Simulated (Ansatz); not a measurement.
# Which is lower?

Two relaxed structures of HSeO2, doublet (PBE0-D4/def2-TZVP; forces vanish, vibrations not checked).

A:

```xyz
4
angstrom
O -0.6428 0.2173 0.5261
Se 0.9049 0.2048 1.3481
O -0.6035 -0.1264 -0.8575
H 0.3414 -0.2957 -1.0166
```

B:

O1  (0.862, 0.202, 1.313)
Se2  (-0.667, 0.280, 0.773)
O3  (-0.565, -0.154, -0.952)
H4  (0.370, -0.328, -1.133)
(Å)

Computed with Ansatz 0.2.0 (basis: def2-TZVPP); correlated methods freeze the cores; orbitals are unrestricted. Filled d shells of the heavier atoms are correlated. The def2 sets are not built for correlating such inner shells, so the correlated values are less sure here. B3LYP uses VWN-RPA correlation.

Q: Which structure is lower at CCSD(T), and by how much? (An estimate is asked for; the value comes from the calculation.)

A: By the calculation: B, by 243.0 kJ/mol (electronic energy, against the other). By their contacts, A is HSeO₂ ([OH][O][Se]) and B is HSeO₂ ([O][Se][OH]).

All methods give the same order:

```
   method  E(B) − E(A) (kJ/mol)
   PBE-D4                -232.8
r2SCAN-D4                -245.0
  PBE0-D4                -240.4
 B3LYP-D4                -236.0
  wB97M-V                -236.1
       HF                -229.7
      MP2                -264.4
     CCSD                -241.6
  CCSD(T)                -243.0
```

No T1 diagnostic of these runs exceeds 0.026. ⟨S²⟩ of the unrestricted Hartree–Fock references: 0.76 to 0.78 (a pure state has 0.75).

Labels in which every atom is bracketed show which atoms are joined, not bond orders.

For scale, one of the runs: CCSD(T)/def2-TZVPP, 124 basis functions, launched by `ansatz run in.yaml --threads 2 --pin off --events-out ev --progress --plain --max-ram 4352MiB`. The run took 55 s on 2 CPU threads of an Arm Neoverse V2 (shared host), with 1.4 GiB of host memory at its peak.
